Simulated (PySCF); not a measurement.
AlCl2HS, SMILES [Cl][Al]([Cl])[SH]. Atoms are numbered in the order given.

```xyz
5

Al     0.0049     0.0235     0.0000
Cl     1.4260     1.5585     0.0000
Cl    -2.0386     0.4900     0.0000
S      0.6830    -2.0374     0.0000
H     -0.5783    -2.5320     0.0000
```

The structure is a stationary point at B3LYP-D3(BJ)/def2-SVP. The values are those of a single conformer.

Calculation: PBE0/pcSseg-2 in PySCF.

GIAO shieldings, no solvent; atoms listed in one row are averaged. δ = σ(ref) − σ: ³⁵Cl against HCl (σ = 943.3 ppm); ³³S against H2S (σ = 711.3 ppm); ¹H against TMS (σ = 31.54 ppm), references at their B3LYP-D3(BJ)/def2-TZVP geometries, non-relativistic (without spin–orbit terms, shifts of atoms bonded to Cl or Br come out too high).

Problem. Estimate the chemical shifts. (Estimate from the structure and the level; the computed values follow.)

Solution. 
```csv
nucleus,atoms,count,δ (ppm)
³⁵Cl,Cl3,1,45.6
³⁵Cl,Cl2,1,34.5
³³S,S4,1,6.6
¹H,H5,1,1.18
```
